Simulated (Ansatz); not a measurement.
B₉: single points at one geometry.

```yaml
crystal:
  periodic: [false, false, false]
  atoms:
    - {symbol: B, position_ang: [0.852374, -0.917256, -0.183568]}
    - {symbol: B, position_ang: [-1.112644, 0.125447, 0.994902]}
    - {symbol: B, position_ang: [0.095112, 1.737133, 0.432141]}
    - {symbol: B, position_ang: [-0.987806, -1.022247, -0.149533]}
    - {symbol: B, position_ang: [0.731890, 0.145983, 1.000731]}
    - {symbol: B, position_ang: [-0.299269, 1.188852, 1.830218]}
    - {symbol: B, position_ang: [-0.134221, -1.765068, -1.262085]}
    - {symbol: B, position_ang: [0.546635, 0.888559, -0.856272]}
    - {symbol: B, position_ang: [0.307929, -0.381394, -1.806514]}
basis:
  gaussian: {orbitals: def2-SVP, initial_orbitals: start.molden}
magnetization: {spin_polarized: true, initial_magnetization: 1}
correlation: {method: ccsd_t}
scf: {omitted_lower_state_checks: [starts, cluster_reference]}
output: {orbitals: {seedname: orbitals}}
```

The file start.molden holds the orbitals of an earlier run on this structure, at another level or in another basis.

```sh
$ ansatz run in.yaml --threads 4 --pin off --events-out ev --progress --plain --max-ram 4787MiB
```

Shortened log:

```
Functional definition: HF
1296 factors; integrals over basis functions are off by at most 9.3e-4 eV
mean field evaluation 1: about -6027.0342 eV, gradient 1.3e1 eV
mean field evaluation 2: about -6028.0104 eV, gradient 8.6e-1 eV
mean field evaluation 4: about -6028.2649 eV, gradient 1.3e0 eV
mean field evaluation 8: about -6029.5540 eV, gradient 6.4e-2 eV
mean field -6029.55412501 eV, -221.5820271157 hartree, gradient 5.7e-6 eV, S^2 1.740254; 0 other end points of the search recorded, 0 dependent functions left out
9 core orbitals not correlated: weight in the atoms' cores, before any rotation towards them, 1.000 or more for the frozen orbitals, at most 0.000 for the correlated occupied ones
reference -6029.55412501 eV, -221.5820271157 hartree; 14, 13 occupied and 103, 104 virtual orbitals, 1296 factors
second order -19.46163059 eV of doubles, -0.00000000 eV of singles
cycle   1  -19.05541287 eV  change    4.1e-1 eV  update   1.9e-1
cycle   2  -19.93014460 eV  change   -8.7e-1 eV  update   7.8e-2
cycle   3  -20.26867205 eV  change   -3.4e-1 eV  update   6.4e-2
cycle   4  -20.36635291 eV  change   -9.8e-2 eV  update   3.9e-2
cycle   5  -20.45144539 eV  change   -8.5e-2 eV  update   2.6e-2
cycle   6  -20.49053567 eV  change   -3.9e-2 eV  update   1.3e-2
cycle   7  -20.50121316 eV  change   -1.1e-2 eV  update   7.3e-3
cycle   8  -20.51047774 eV  change   -9.3e-3 eV  update   3.8e-3
cycle   9  -20.51246188 eV  change   -2.0e-3 eV  update   2.1e-3
cycle  10  -20.51062394 eV  change    1.8e-3 eV  update   1.1e-3
cycle  11  -20.51179483 eV  change   -1.2e-3 eV  update   6.0e-4
cycle  12  -20.51211281 eV  change   -3.2e-4 eV  update   3.0e-4
cycle  13  -20.51210487 eV  change    7.9e-6 eV  update   1.5e-4
cycle  14  -20.51213708 eV  change   -3.2e-5 eV  update   8.5e-5
cycle  15  -20.51206428 eV  change    7.3e-5 eV  update   5.6e-5
cycle  16  -20.51209049 eV  change   -2.6e-5 eV  update   3.5e-5
cycle  17  -20.51210672 eV  change   -1.6e-5 eV  update   2.2e-5
perturbative correction -1.74462803 eV, -0.0641138976 hartree
Total energy: -6051.81085976 eV, -222.3999470315 hartree
Checks for a lower state left out: starts, cluster_reference
```

It took 44 s on 4 threads of Arm Neoverse V2 on a shared host, peak host memory 1.7 GiB.

The first input with `gaussian: {orbitals: def2-TZVP, initial_orbitals: start.molden}`, `hamiltonian: {xc: pbe0, dispersion: d4}`, `scf: {omitted_lower_state_checks: [starts]}` and without the key `correlation` (abridged; 25 s):

```
Functional definition: PBE0
mean field evaluation 16: about -6070.5210 eV, gradient 3.6e-6 eV
mean field -6070.52098713 eV, -223.0875315300 hartree, gradient 3.6e-6 eV, S^2 0.767971
Total energy: -6070.83507049 eV, -223.0990738806 hartree
Checks for a lower state left out: starts
```

First input, but with `gaussian: {orbitals: def2-TZVP, initial_orbitals: start.molden}`, `hamiltonian: {xc: pbe, dispersion: d4}`, `scf: {omitted_lower_state_checks: [starts]}`, `output: {forces: true, orbitals: {seedname: orbitals}}` and without the key `correlation` (abridged; 7.5 s):

```
Functional definition: PBE
mean field -6069.83645597 eV, -223.0623754739 hartree, gradient 1.4e-5 eV, S^2 0.759091
Total energy: -6070.21055430 eV, -223.0761233341 hartree
Atom 0 force    -0.142532     0.154927     0.138593 eV/Å
Atom 1 force     0.175043    -0.039127    -0.005869 eV/Å
Atom 2 force     0.022045    -0.338434     0.064726 eV/Å
Atom 3 force     0.081145     0.018638     0.036500 eV/Å
Atom 4 force    -0.079618    -0.112799    -0.176121 eV/Å
Atom 5 force     0.016380    -0.190304    -0.605246 eV/Å
Atom 6 force     0.033781     0.564369     0.184686 eV/Å
Atom 7 force    -0.068972     0.013394    -0.008943 eV/Å
Atom 8 force    -0.037272    -0.070665     0.371674 eV/Å
Dipole moment:     0.163074    -0.008540    -0.016380 e Å
Checks for a lower state left out: starts
```

First input, but with `gaussian: {orbitals: def2-TZVP, initial_orbitals: start.molden}`, `hamiltonian: {xc: {name: PBE-QIDH}}`, `scf: {omitted_lower_state_checks: [starts]}` and without the key `correlation`, `output` (abridged; 19 s):

```
Functional definition: PBE-QIDH
mean field -6059.57053656 eV, -222.6851098942 hartree, gradient 2.6e-6 eV, S^2 1.173213
9 core orbitals not correlated: weight in the atoms' cores, before any rotation towards them, 1.000 or more for the frozen orbitals, at most 0.000 for the correlated occupied ones
second order -27.55601903 eV of doubles, -0.00000000 eV of singles
Total energy: -6068.75588912 eV, -223.0226653748 hartree
Checks for a lower state left out: starts
```

First input, but with `gaussian: {orbitals: def2-TZVP, initial_orbitals: start.molden}`, `hamiltonian: {xc: {name: r2SCANh}, dispersion: d4}`, `scf: {omitted_lower_state_checks: [starts]}` and without the key `correlation` (abridged; 50 s):

```
Functional definition: r2SCANh
mean field evaluation 16: about -6075.0427 eV, gradient 2.9e-5 eV
mean field -6075.04269532 eV, -223.2537012412 hartree, gradient 2.3e-5 eV, S^2 0.936145
Total energy: -6075.13056169 eV, -223.2569302709 hartree
Checks for a lower state left out: starts
```

First input, but with `gaussian: {orbitals: def2-TZVP, initial_orbitals: start.molden}`, `hamiltonian: {xc: r2scan, dispersion: d4}`, `scf: {omitted_lower_state_checks: [starts]}` and without the key `correlation` (abridged; 77 s):

```
Functional definition: r2SCAN
mean field evaluation 16: about -6075.3385 eV, gradient 1.3e-5 eV
mean field -6075.33845161 eV, -223.2645700845 hartree, gradient 1.3e-5 eV, S^2 0.884940
Total energy: -6075.41888622 eV, -223.2675260018 hartree
Checks for a lower state left out: starts
```

Geometry: PBE-D4/def2-SVP.

Correlated methods freeze 9 core orbitals. At CCSD(T)/def2-SVP T1 of the charge 0 doublet is large (up to 0.066), so the single-reference result is doubtful. At CCSD(T)/def2-SVP, PBE-QIDH/def2-TZVP, r2SCANh-D4/def2-TZVP, r2SCAN-D4/def2-TZVP the charge 0 doublet is spin-contaminated (final ⟨S²⟩ up to 1.74, 0.75 for a pure state). Another isomer (doublet) lies 0.63 eV lower at PBE0-D4/def2-TZVP; other spin states weren't run for this one.
